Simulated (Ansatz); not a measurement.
GeClF₃⁺. The state is a doublet with charge 1. Geometry PBE-D4/def2-SVP, that of the neutral singlet; atoms count from 1.

```tsv
atom	x (Å)	y (Å)	z (Å)
Ge1	0.022	0.041	0.015
Cl2	-0.920	-1.738	-0.651
F3	1.235	0.561	-1.097
F4	0.782	-0.190	1.548
F5	-1.118	1.326	0.185
```

Problem. Estimate the Mulliken populations from the PBE0/def2-TZVP orbitals of Ansatz.

Solution. 
| atom | charge (e) | spin (α − β) |
| --- | --- | --- |
| Ge1 | 1.21 | -0.04 |
| Cl2 | 0.45 | 0.91 |
| F3 | -0.23 | 0.02 |
| F4 | -0.23 | 0.02 |
| F5 | -0.21 | 0.07 |
Mulliken values depend strongly on the basis.

Problem. Where does the spin sit?

Solution. Summed by element: Ge -0.04, Cl 0.91, F 0.12, of 1 unpaired in all. Largest on single atoms: Cl2 0.91, F5 0.07, Ge1 -0.04.

Problem. And the Mayer bond orders between heavy atoms (over 0.3)?

Solution. Ge1–Cl2 0.80 (2.12 Å); Ge1–F3 1.12 (1.73 Å); Ge1–F4 1.12 (1.73 Å); Ge1–F5 1.11 (1.73 Å).
